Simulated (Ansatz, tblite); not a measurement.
Cost and result up the ladder for the cluster Ge2Cl2 (4 atoms). Charge 0, multiplicity 1. Geometry: PBE-D4/def2-SVP.

```xyz
4

Ge   -1.231    0.364    0.632
Ge    0.824   -1.090    0.425
Cl   -0.611   -0.646   -1.536
Cl    1.019    1.372    0.480
```

Ansatz on 4 threads of Arm Neoverse V2 on a shared host; xTB runs through tblite on one thread. Times are rough, summed over both states, and most runs start from the orbitals of an earlier one. ωB97X-V/def2-TZVP serves as the yardstick here, not as an exact answer. The other state is a triplet at its own geometry, which has other bonds, so the gap mixes isomer and spin.

The xTB rows come from tblite. Correlated methods freeze 28 core orbitals; core or outer-core shells of Ge are correlated, in sets that lack core-valence functions. At PBE0-D4/def2-TZVP a singlet of charge 0 lies 0.70 eV below the triplet, each at its own geometry. The structure comes from a short search, and lower isomers may exist.

Correlated methods converge slowly with the basis.

xTB has no spin-polarisation term.

```json
{"level": "GFN2-xTB", "functions": "36", "wall time": "0.006 s", "triplet − singlet (eV)": "0.97", "difference from ωB97X-V/def2-TZVP (eV)": "0.09"}
{"level": "GFN1-xTB", "functions": "36", "wall time": "0.018 s", "triplet − singlet (eV)": "0.30", "difference from ωB97X-V/def2-TZVP (eV)": "-0.57"}
{"level": "PBE-D4/def2-TZVP", "functions": "170", "wall time": "3.6 s", "triplet − singlet (eV)": "0.72", "difference from ωB97X-V/def2-TZVP (eV)": "-0.16"}
{"level": "MP2/def2-TZVP", "functions": "170", "wall time": "6.3 s", "triplet − singlet (eV)": "0.87", "difference from ωB97X-V/def2-TZVP (eV)": "-0.01"}
{"level": "PBE0-D4/def2-TZVP", "functions": "170", "wall time": "7.1 s", "triplet − singlet (eV)": "0.70", "difference from ωB97X-V/def2-TZVP (eV)": "-0.18"}
{"level": "BHLYP-D4/def2-TZVP", "functions": "170", "wall time": "8 s", "triplet − singlet (eV)": "0.64", "difference from ωB97X-V/def2-TZVP (eV)": "-0.24"}
{"level": "r2SCAN-D4/def2-TZVP (with forces)", "functions": "170", "wall time": "11 s", "triplet − singlet (eV)": "0.58", "difference from ωB97X-V/def2-TZVP (eV)": "-0.30"}
{"level": "ωB97X-V/def2-TZVP", "functions": "170", "wall time": "17 s", "triplet − singlet (eV)": "0.88", "difference from ωB97X-V/def2-TZVP (eV)": "0.00"}
```
